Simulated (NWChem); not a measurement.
System: C3H3BF2; SMILES FB1CC=C1F

Parts of the log:

```
             Northwest Computational Chemistry Package (NWChem) 7.3.0
             --------------------------------------------------------

 C1  symmetry detected

                             Geometry "geometry" -> ""
                             -------------------------

 Output coordinates in angstroms (scale by  1.889725989 to convert to a.u.)

  No.       Tag          Charge          X              Y              Z
 ---- ---------------- ---------- -------------- -------------- --------------
    1 F                    9.0000    -1.16413438     1.70034312     0.00617823
    2 B                    5.0000    -0.22226030     0.78411968    -0.00841959
    3 C                    6.0000     1.37745938     0.81814548    -0.00809720
    4 C                    6.0000     1.19225412    -0.69835744     0.01260517
    5 C                    6.0000    -0.15788527    -0.76288502    -0.00482848
    6 F                    9.0000    -0.95379280    -1.81381066    -0.00232663
    7 H                    1.0000     1.87689283     1.21165481    -0.90912291
    8 H                    1.0000     1.87585426     1.23935046     0.88100035
    9 H                    1.0000     1.94892964    -1.49181389     0.03747925

 Effective nuclear repulsion energy (a.u.)     201.8087658191

                                 NWChem DFT Module
                                 -----------------

 Summary of "ao basis" -> "ao basis" (spherical)
 ------------------------------------------------------------------------------
       Tag                 Description            Shells   Functions and Types
 ---------------- ------------------------------  ------  ---------------------
 F                          def2-svp                 6       14   3s2p1d
 B                          def2-svp                 6       14   3s2p1d
 C                          def2-svp                 6       14   3s2p1d
 H                          def2-svp                 3        5   2s1p

            General Information
            -------------------
          SCF calculation type: DFT
          Wavefunction type:  closed shell.
          No. of atoms     :     9
          No. of electrons :    44
           Alpha electrons :    22
            Beta electrons :    22
          Charge           :     0
          Spin multiplicity:     1
          Use of symmetry is: off; symmetry adaption is: off
          Maximum number of iterations: 150
          AO basis - number of functions:    99
                     number of shells:    45
          Convergence on energy requested:  1.00D-06
          Convergence on density requested:  1.00D-05
          Convergence on gradient requested:  5.00D-04

              XC Information
              --------------
                         MN15 Method XC Functional
                     Hartree-Fock (Exact) Exchange  0.440
                          MN15 Exchange Functional  1.000
                        MN15 Correlation Potential  1.000

             Grid Information
             ----------------
          Grid used for XC integration:  medium
          Radial quadrature: Mura-Knowles
          Angular quadrature: Lebedev.
          Tag              B.-S. Rad. Rad. Pts. Rad. Cut. Ang. Pts.
          ---              ---------- --------- --------- ---------
          F                   0.50       49          11.0       434
          B                   0.85       49          10.0       434
          C                   0.70       49           9.0       434
          H                   0.35       45          10.0       434
          Grid pruning is: on
          Number of quadrature shells:   429
          Spatial weights used:  Erf1

      Superposition of Atomic Density Guess
      -------------------------------------

 Sum of atomic energies:        -337.46128602

      Non-variational initial energy
      ------------------------------

 Total energy =    -340.469408
 1-e energy   =    -863.803558
 2-e energy   =     321.525384
 HOMO         =      -0.293409
 LUMO         =      -0.021418

     ---------------------------------------------
      Total Density - Mulliken Population Analysis
     ---------------------------------------------

    Atom       Charge   Shell Charges
 -----------   ------   -------------------------------------------------------
    1 F    9     9.33   1.99  1.15  0.71  3.50  1.97  0.00
    2 B    5     4.51   1.99  0.88  0.19  1.12  0.18  0.15
    3 C    6     6.34   1.99  0.97  0.21  2.07  1.07  0.03
    4 C    6     6.19   1.99  0.98  0.39  1.91  0.88  0.04
    5 C    6     5.62   1.99  0.96  0.22  1.72  0.65  0.08
    6 F    9     9.35   1.99  1.14  0.76  3.42  2.03  0.01
    7 H    1     0.88   0.67  0.19  0.03
    8 H    1     0.88   0.67  0.19  0.03
    9 H    1     0.90   0.66  0.22  0.02

   convergence    iter        energy       DeltaE   RMS-Dens  Diis-err
 ---------------- ----- ----------------- --------- --------- ---------
 d= 0,ls=0.0,diis     1   -339.9588956853 -5.42D+02  1.17D-02  1.04D+00
 d= 0,ls=0.0,diis     2   -339.9942750995 -3.54D-02  5.56D-03  6.78D-01
 d= 0,ls=0.0,diis     3   -340.0442658140 -5.00D-02  1.56D-03  1.10D-01
 d= 0,ls=0.0,diis     4   -340.0533687773 -9.10D-03  3.25D-04  1.32D-03
 d= 0,ls=0.0,diis     5   -340.0534832226 -1.14D-04  1.16D-04  1.97D-04
  Resetting Diis
 d= 0,ls=0.0,diis     6   -340.0535067834 -2.36D-05  3.56D-05  1.55D-05
 d= 0,ls=0.0,diis     7   -340.0535083057 -1.52D-06  2.39D-05  3.21D-06
 d= 0,ls=0.0,diis     8   -340.0535079743  3.31D-07  1.53D-05  5.73D-06
 d= 0,ls=0.0,diis     9   -340.0535086838 -7.09D-07  2.00D-06  6.44D-08

         Total DFT energy =     -340.053508683784
      One electron energy =     -867.441873290654
           Coulomb energy =      367.583160341784
    Exchange-Corr. energy =      -42.003561554043
 Nuclear repulsion energy =      201.808765819129

 Numeric. integr. density =       44.000007269536

                       DFT Final Molecular Orbital Analysis
                       ------------------------------------

 Vector   20  Occ=2.000000D+00  E=-3.822975D-01
              MO Center=  5.2D-01, -3.0D-01, -2.9D-04, r^2= 2.7D+00
   Bfn.  Coefficient  Atom+Function         Bfn.  Coefficient  Atom+Function
  ----- ------------  ---------------      ----- ------------  ---------------
    16      0.291962  2 B  s                 95      0.251634  9 H  s
    46      0.226985  4 C  px                60     -0.219489  5 C  px
    47     -0.211592  4 C  py                32     -0.202129  3 C  px
    74     -0.184197  6 F  px                33      0.181027  3 C  py
    61      0.177251  5 C  py                75      0.176260  6 F  py

 Vector   21  Occ=2.000000D+00  E=-3.497706D-01
              MO Center=  2.2D-01,  3.7D-01, -5.1D-03, r^2= 2.6D+00
   Bfn.  Coefficient  Atom+Function         Bfn.  Coefficient  Atom+Function
  ----- ------------  ---------------      ----- ------------  ---------------
    32      0.344111  3 C  px                59      0.282033  5 C  s
    18      0.261427  2 B  px                61      0.234406  5 C  py
    19      0.227652  2 B  py                35      0.211928  3 C  px
    75      0.201442  6 F  py                 4     -0.186428  1 F  px
     5     -0.176663  1 F  py                31     -0.159546  3 C  s

 Vector   22  Occ=2.000000D+00  E=-3.075974D-01
              MO Center=  5.4D-01, -4.6D-01, -2.7D-03, r^2= 2.6D+00
   Bfn.  Coefficient  Atom+Function         Bfn.  Coefficient  Atom+Function
  ----- ------------  ---------------      ----- ------------  ---------------
    48      0.364726  4 C  pz                62      0.356710  5 C  pz
    76      0.266132  6 F  pz                51      0.256993  4 C  pz
    79     -0.208117  6 F  pz                65      0.203195  5 C  pz
    85      0.178000  7 H  s                 90     -0.175860  8 H  s
    34     -0.165330  3 C  pz                86      0.127117  7 H  s

 Vector   23  Occ=0.000000D+00  E=-2.558592D-02
              MO Center=  3.0D-01,  3.7D-02, -3.8D-03, r^2= 2.7D+00
   Bfn.  Coefficient  Atom+Function         Bfn.  Coefficient  Atom+Function
  ----- ------------  ---------------      ----- ------------  ---------------
    51      0.510516  4 C  pz                20      0.457093  2 B  pz
    48      0.394797  4 C  pz                23     -0.346335  2 B  pz
    65     -0.248335  5 C  pz                 6     -0.199930  1 F  pz
    62     -0.197839  5 C  pz                 9      0.180099  1 F  pz
    37     -0.100072  3 C  pz                79      0.092768  6 F  pz

 Vector   24  Occ=0.000000D+00  E= 9.066401D-02
              MO Center=  3.3D-01,  1.1D-01, -3.4D-02, r^2= 3.3D+00
   Bfn.  Coefficient  Atom+Function         Bfn.  Coefficient  Atom+Function
  ----- ------------  ---------------      ----- ------------  ---------------
    65      0.563785  5 C  pz                86     -0.547764  7 H  s
    91      0.538208  8 H  s                 62      0.490793  5 C  pz
    20      0.413328  2 B  pz                23     -0.410826  2 B  pz
    37     -0.355443  3 C  pz                51     -0.291486  4 C  pz
    48     -0.209743  4 C  pz                85     -0.192350  7 H  s

 Vector   25  Occ=0.000000D+00  E= 1.004364D-01
              MO Center=  2.2D-01,  3.7D-01,  4.4D-03, r^2= 5.2D+00
   Bfn.  Coefficient  Atom+Function         Bfn.  Coefficient  Atom+Function
  ----- ------------  ---------------      ----- ------------  ---------------
    17      2.407890  2 B  s                 31     -1.793199  3 C  s
    59     -0.961732  5 C  s                 45      0.910808  4 C  s
    64     -0.615540  5 C  py                96     -0.595711  9 H  s
    22     -0.481745  2 B  py                21      0.450461  2 B  px
    86      0.436257  7 H  s                 91      0.365279  8 H  s

     ---------------------------------------------
      Total Density - Mulliken Population Analysis
     ---------------------------------------------

    Atom       Charge   Shell Charges
 -----------   ------   -------------------------------------------------------
    1 F    9     9.06   1.99  1.10  0.73  3.41  1.81  0.01
    2 B    5     4.93   1.98  0.82  0.17  1.50  0.29  0.17
    3 C    6     6.04   1.98  0.87  0.16  2.15  0.85  0.03
    4 C    6     6.15   1.98  0.91  0.42  2.06  0.75  0.04
    5 C    6     5.75   1.98  0.91  0.14  2.03  0.62  0.08
    6 F    9     9.18   1.99  1.10  0.79  3.40  1.89  0.01
    7 H    1     0.96   0.74  0.19  0.02
    8 H    1     0.96   0.74  0.19  0.02
    9 H    1     0.98   0.75  0.21  0.02

     -------------------------------------------
      Total Density - Lowdin Population Analysis
     -------------------------------------------

    Atom       Charge   Shell Charges
 -----------   ------   -------------------------------------------------------
    1 F    9     8.91   1.97  0.96  0.71  3.24  2.02  0.01
    2 B    5     5.08   1.96  0.51  0.23  1.37  0.59  0.42
    3 C    6     6.10   1.96  0.56  0.31  1.93  1.26  0.07
    4 C    6     5.97   1.96  0.61  0.31  1.86  1.13  0.09
    5 C    6     6.00   1.96  0.60  0.30  1.85  1.10  0.19
    6 F    9     9.04   1.97  0.98  0.74  3.26  2.07  0.01
    7 H    1     0.97   0.64  0.26  0.07
    8 H    1     0.97   0.64  0.27  0.07
    9 H    1     0.98   0.63  0.28  0.07

     Multipole analysis of the density
     ---------------------------------

     L   x y z        total         alpha         beta         nuclear
     -   - - -        -----         -----         ----         -------
     0   0 0 0     -0.000000    -22.000000    -22.000000     44.000000

     1   1 0 0      0.682992      0.341496      0.341496      0.000000
     1   0 1 0      0.029362      0.014681      0.014681     -0.000000
     1   0 0 1      0.000285      0.000142      0.000142      0.000000

     2   2 0 0    -24.381133   -104.206178   -104.206178    184.031224
     2   1 1 0     -0.585064     -2.192417     -2.192417      3.799770
     2   1 0 1      0.029815     -0.006106     -0.006106      0.042027
     2   0 2 0    -26.478457   -146.025432   -146.025432    265.572406
     2   0 1 1     -0.035903      0.047282      0.047282     -0.130467
     2   0 0 2    -23.720574    -14.728395    -14.728395      5.736215
```

Level: MN15/def2-SVP. Coordinates come from a PBE0/def2-SVP optimisation.

Q: Write an input that gives this output.

A: One answer among several that fit: the input that was run:
```
start job
memory heap 200 mb stack 900 mb global 1100 mb
geometry units angstroms noautoz
  F     -1.099805     1.737190     0.005753
  B     -0.191701     0.787481    -0.008572
  C      1.408202     0.763592    -0.007779
  C      1.168231    -0.745215     0.012862
  C     -0.183354    -0.760840    -0.004969
  F     -1.016773    -1.782274    -0.002706
  H      1.921814     1.138764    -0.908656
  H      1.921252     1.166490     0.881467
  H      1.895689    -1.565535     0.037955
end
basis spherical
  * library def2-svp
end
dft
  xc mn15
  iterations 150
  mulliken
end
task dft energy
```
